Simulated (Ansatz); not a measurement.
Consider the ligand exchange at a Ge–O bond: `[OH][GeH2][I]` + HI → `[I][GeH2][I]` + H₂O.

Program: Ansatz. Geometries: PBE0-D4/def2-TZVP. ΔE: electronic, gas phase. CCSD(T)/CBS adds triple-zeta CCSD(T) − MP2 to the extrapolated MP2 energy (def2 sets, frozen cores). This one scheme is used for every species. Functionals use def2-TZVPP. HSE06 is defined as in plane-wave codes. Elements past krypton have def2 core potentials. For Ge, I outer-core shells are correlated without core-valence functions, which leaves a few kJ/mol of doubt a bond. Scalar relativity is left out up to krypton. One conformer a species, not always the lowest.

CCSD(T)/CBS gives -14.0 kcal/mol.

Problem. Another level gave -11.2 kcal/mol. Which?
A. HSE06-D4/def2-TZVPP
B. CAM-B3LYP/def2-TZVPP
C. ωB97X-V/def2-TZVPP
D. PBE-D4/def2-TZVPP

Solution. C. ωB97X-V -11.2, CAM-B3LYP -9.7, PBE-D4 -13.4, HSE06-D4 -14.4 kcal/mol.

Largest T1 diagnostic among the species: 0.010.

The D4 term adds −1.5 kcal/mol with B3LYP and −0.8 kcal/mol with PBE0; it sums over pairs of atoms, weighted by their polarisabilities, and B3LYP, whose exchange is more repulsive, gets the larger term. At CCSD(T), def2-SVP lies +4.8 kcal/mol from the extrapolated value and def2-TZVPP +2.8 kcal/mol. Leaving LDA and LC-ωPBE aside and taking each functional with its dispersion term where it has one, the values, not all of them listed here, spread over 4.5 kcal/mol, from HSE06-D4 to B97M-V. LDA lies +0.8 kcal/mol from PBE without D4.

B3LYP here is the variant with VWN-RPA as its local correlation; programs differ in this.
